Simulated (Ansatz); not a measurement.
FGeH₅O₂Si (`[OH][GeH2][SiH](O)F`), relaxed with RKS PBE-D4/def2-SVP in Ansatz 0.2.0 from a rough embedded geometry. The force threshold is 0.03 eV/Å; the program also tests the step.

Charge 0, multiplicity 1.

Start:

```xyz
10

O    -1.488    0.283    1.555
Ge    0.058   -0.531    1.135
Si    0.824    0.399   -0.819
O    -0.354    0.132   -2.142
F     2.264   -0.357   -1.314
H    -2.097    0.031    0.888
H    -0.187   -2.063    0.908
H     1.139   -0.346    2.206
H     1.021    1.796   -0.660
H    -1.180    0.656   -1.756
```

Task: How much energy does the relaxation release, and in how many steps? (Estimate.)

Result: Computed: 79.13 kJ/mol, in 32 steps, 3 of them rejected.

Task: Which bonds change most? (An estimate is asked.)

Result: Computed: Si3–O4 from 1.791 to 1.683 Å; Ge2–Si3 from 2.295 to 2.396 Å; Si3–H9 from 1.420 to 1.505 Å; O4–H10 from 1.052 to 0.974 Å.

Task: Give the relaxed structure. (An estimate is asked.)

Result: The calculation gave: 
```xyz
10

O    -1.660   -0.571    1.209
Ge    0.145   -0.626    1.304
Si    0.759    0.366   -0.788
O    -0.796    0.756   -1.302
F     1.434   -0.716   -1.822
H    -1.879   -0.121    0.365
H     0.603   -2.102    1.458
H     0.621    0.193    2.537
H     1.665    1.568   -0.827
H    -0.892    1.254   -2.134
```
